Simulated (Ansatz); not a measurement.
Si₂₀H₂₆, relaxed as a singlet with RKS PBE-D4/def2-SVP in Ansatz, starting from the GFN2-xTB geometry. Force threshold 0.03 eV/Å.

Single mean-field runs in def2-SVP are fitted with def2-universal-jkfit.

Start:

```xyz
46

Si    0.2779   -4.2922   -1.3731
Si   -3.4771    0.7906   -2.6248
Si   -2.2417    2.5369    1.3421
Si    1.6385   -2.8766    2.0419
Si    0.3615    0.4638    3.2997
Si   -0.9922   -0.9165    0.0017
Si    1.2177   -1.1313   -3.0550
Si   -0.0582    2.4001   -1.7957
Si    2.6358    0.3486    0.2748
Si    1.3729    3.7879    1.4941
Si   -2.7249   -1.1105   -1.5497
Si   -0.2041   -3.0929    0.5904
Si    1.1890   -3.4241   -3.3182
Si   -1.5310    0.3911    1.9041
Si   -1.7841    2.1918   -3.3477
Si   -0.5418    3.6134    0.1663
Si    1.0719   -1.6600    3.9510
Si    3.3156   -1.8150    0.8177
Si    2.0360    1.6462    2.1411
Si    0.7745    0.2450   -1.1982
H     1.1420   -5.4331   -0.9965
H    -0.9675   -4.9612   -1.8080
H    -4.4313    0.4931   -3.7043
H    -4.2936    1.5383   -1.6527
H    -2.6503    3.3169    2.5187
H    -3.4686    2.4794    0.5339
H     2.1048   -4.2216    2.4366
H     0.0201    1.2521    4.5018
H     0.1611   -0.7242   -4.0281
H     2.4563   -0.6144   -3.6780
H     1.0767    3.1028   -2.4392
H     3.7354    1.0459   -0.4202
H     1.1623    4.6722    2.6513
H     2.4483    4.4632    0.7535
H    -3.8239   -1.9045   -0.9845
H    -2.1525   -2.0157   -2.5804
H    -1.3012   -3.7417    1.3479
H    -2.5972   -0.3183    2.6388
H    -2.3085    3.5133   -3.7262
H    -1.2355    1.6719   -4.6101
H    -0.9984    4.9646   -0.2166
H     0.0308   -2.3659    4.7116
H     2.1859   -1.5921    4.9098
H     4.6275   -1.8808    1.4723
H     3.5357   -2.5761   -0.4321
H     3.2053    1.7398    3.0383
```

```
step   energy (eV)  largest force component (eV/Å)  SCF passes
   1  -157851.4357                           0.722          19
   2  -157851.9899                           0.351          20
   3  -157852.1078                           0.088          20
   4  -157852.1400                           0.064          20
   5  -157852.1745                           0.158          20
   6  -157852.2190                           0.250          20
   7  -157852.2840                           0.332          20
   8  -157852.3798                           0.392          21
   9  -157852.5137                           0.426          21
  10  -157852.6689                           0.426          21
  11  -157852.8173                           0.228          21
  13  -157852.9184                           0.147          20
  15  -157852.9417                           0.067          20
  17  -157852.9487                           0.035          21
  19  -157852.9550                           0.067          20
  21  -157853.0150                           0.496          21
  23  -157853.5127                           1.113          21
  25  -157854.1507                           0.491          21
  27  -157854.3735                           0.175          19
  29  -157854.4498                           0.053          19
  31  -157854.4603                           0.015          19
```

Force components are those of the run's own axes.

End:

Cartesian coordinates in Å:
```
Si 0.552 -4.198 -1.179
Si -3.583 0.914 -2.411
Si -2.277 2.567 1.400
Si 1.494 -2.857 2.047
Si 0.225 0.527 3.290
Si -1.030 -0.877 -0.055
Si 1.582 -1.079 -2.874
Si -0.040 2.391 -1.832
Si 2.561 0.387 0.275
Si 1.315 3.771 1.451
Si -2.815 -1.143 -1.562
Si -0.388 -3.038 0.642
Si 2.455 -2.857 -1.586
Si -1.639 0.346 1.858
Si -1.800 2.116 -3.368
Si -0.613 3.608 0.099
Si 1.033 -1.578 3.963
Si 3.040 -1.911 0.530
Si 1.983 1.630 2.181
Si 0.701 0.269 -1.161
H 0.912 -5.605 -0.773
H -0.345 -4.253 -2.390
H -4.652 0.675 -3.450
H -4.194 1.718 -1.294
H -2.361 3.303 2.716
H -3.629 2.650 0.740
H 1.966 -4.241 2.433
H -0.177 1.340 4.500
H 0.544 -1.560 -3.856
H 2.642 -0.306 -3.618
H 1.118 3.091 -2.506
H 3.686 1.070 -0.469
H 1.018 4.647 2.644
H 2.434 4.409 0.664
H -3.942 -1.885 -0.887
H -2.327 -1.984 -2.717
H -1.569 -3.719 1.290
H -2.752 -0.379 2.580
H -2.286 3.452 -3.875
H -1.274 1.328 -4.544
H -1.071 4.997 -0.283
H 0.003 -2.299 4.797
H 2.277 -1.400 4.799
H 4.473 -2.186 0.912
H 3.593 -3.599 -2.243
H 3.158 1.746 3.124
```

Bonds lost: Si18–H45 (atoms count from 1). Bonds formed: Si13–Si18, Si13–H45 (atoms count from 1).

No frequencies were taken in this run, so the end may be a saddle point.

It took 2.5 min on 2 threads of AMD EPYC 7R13 on a shared host and a share (18 GiB) of an NVIDIA H100 80GB HBM3, peak host memory 1.1 GiB.
